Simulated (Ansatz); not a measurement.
A structure drawn as `CS[SiH](N)[SiH3]`, with this starting geometry:

Cartesian coordinates in Å:
```
C 1.201 1.685 -0.894
S 1.042 1.395 0.821
Si -0.428 -0.138 0.908
N -1.836 0.514 0.325
Si 0.210 -2.146 -0.060
H 0.309 1.996 -1.405
H 1.973 2.465 -1.076
H 1.602 0.751 -1.440
H -0.726 -0.355 2.393
H -1.889 1.516 0.694
H -2.634 0.086 0.604
H 1.416 -2.735 0.667
H 0.615 -1.915 -1.532
H -0.854 -3.119 -0.006
```

Total charge 0; spin multiplicity 1.

Q: Relax it with Ansatz at PBE-D4/def2-SVP and then PBE0-D4/def2-TZVP. Is the drawn bonding still there?

A: Yes, every drawn bond is still there and no new one forms.

Q: Give the relaxed structure. (Best estimate.)

A: The calculation gave: 
Z-matrix (Å, degrees):
```
C
S 1 1.816
H 1 1.089 2 111.0
H 1 1.089 2 110.5 3 122.2
H 1 1.090 2 107.0 3 -119.0
Si 2 2.128 1 100.5 3 -75.6
Si 6 2.343 2 112.1 1 62.0
N 6 1.717 2 110.2 1 -57.3
H 6 1.492 2 101.4 1 179.5
H 7 1.489 6 110.7 2 -46.5
H 7 1.491 6 111.4 2 -166.3
H 7 1.487 6 109.8 2 73.4
H 8 1.008 6 121.0 2 -59.3
H 8 1.007 6 120.8 2 150.8
```
No frequency check was run.

Atoms count as bonded under 1.1 times the sum of their covalent radii (H–H under 0.85 Å, pairs among N, O and F under 1.55 Å), and a drawn bond as lost past 1.3 times.
